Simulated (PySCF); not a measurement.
Work out the structure from these simulated measurements.

Elements present: C and H. Monoisotopic mass: 136.1252 u.

| Item | Value |
| --- | --- |
| Triplet | lowest triplet excitation (Tamm–Dancoff): 7.29 eV [TDA PBE0/def2-SVPD] |
| Dipole | 0.14 D [PBE0/def2-SVPD] |
| Rotational structure | rotational constants A, B, C: 2.225, 1.380, 1.292 GHz [PBE0-D3(BJ)/def2-SVP] |
| Valence photoelectron | vertical ionisation energy: 9.67 eV [ΔSCF PBE0/def2-SVPD] |
| 13C NMR | chemical shifts (computed TMS as zero) by class: 48.3 (2 C), 45.5 (2 C), 43.7 (1 C), 31.2 (1 C), 30.4 (2 C), 26.3 (2 C) ppm [GIAO KT3/pcSseg-1] |
| UV, first state | lowest singlet excitation: 7.50 eV (165 nm, f = 0.002) [TDDFT PBE0/def2-SVPD] |
| 1H NMR | chemical shifts (computed TMS as zero) by class: 2.29 (2 H), 1.96 (2 H), 1.67 (2 H), 1.55 (1 H), 1.45 (2 H), 1.42 (1 H), 1.42 (2 H), 1.38 (1 H), 1.26 (2 H), 1.25 (1 H) ppm [GIAO KT3/pcSseg-1] |

Electronic properties: PySCF, gas phase, density fitting. Levels stand in brackets. The structure is a single PBE0-D3(BJ)/def2-SVP conformer in the gas phase; no vibrational or solvent corrections. NMR classes are plain means over equivalent atoms (diastereotopic ones count apart unless rotation or inversion swaps them), as if these changed places fast.

Question: Which formula fits the mass and the elements?

Answer: C10H16 (calculated 136.1252). No other formula that holds each of these elements comes within 0.0003 u with a fitting electron parity and a possible valence count.

Question: Propose a structure and show how it fits.

Answer: Numbering: `[CH2:1]1[CH2:2][C@@H:3]2[C@@H:4]3[CH2:5][CH2:6][C@@H:7]([CH2:8]3)[C@@H:9]2[CH2:10]1`. Its formula, C10H16, gives 3 degrees of unsaturation: 3 rings and 0 π bonds in the structure found. 10 carbons fall into 6 classes; from least to most shielded: sp3 carbon at a ring junction [C3/C9] (48.3 ppm, 2 C), sp3 carbon at a ring junction [C4/C7] (45.5 ppm, 2 C), ring CH2 carbon [C8] (43.7 ppm), ring CH2 carbon [C1] (31.2 ppm), ring CH2 carbon [C2/C10] (30.4 ppm, 2 C), ring CH2 carbon [C5/C6] (26.3 ppm, 2 C). Hydrogen classes from least to most shielded: 2 H on 2 like atoms (sp3 carbon at a ring junction), C3/C9 (2.29 ppm), 2 H on 2 like atoms (sp3 carbon at a ring junction), C4/C7 (1.96 ppm), 2 H on 2 ring CH2 carbons, C2/C10 (1.67 ppm), 1 H on a ring CH2 carbon, C1 (1.55 ppm), 2 H on 2 ring CH2 carbons, C2/C10 (1.45 ppm), 1 H on a ring CH2 carbon, C8 (1.42 ppm), 2 H on 2 ring CH2 carbons, C5/C6 (1.42 ppm), 1 H on a ring CH2 carbon, C1 (1.38 ppm), 2 H on 2 ring CH2 carbons, C5/C6 (1.26 ppm), 1 H on a ring CH2 carbon, C8 (1.25 ppm). The optimised geometry has point group Cs and is an asymmetric top. Structure: `[C@H]12C[C@@H]([C@@H]3CCC[C@H]23)CC1`. Computed isomers that give other values at the same levels: `C1CC([C@@H]2CC23CCC3)C1` (rotational constant A: 2.939 GHz; this holds for the one conformer computed); `CC1=CC[C@@H]2C[C@H]1C2(C)C` (rotational constant A: 1.950 GHz; this holds for the one conformer computed); `C=C[C@@H]1CCCC2(CC2)C1` (smallest rotational constant: 0.744 GHz; this holds for the one conformer computed). The assignments are read from this structure; whether some other isomer fits the data as well wasn't checked.
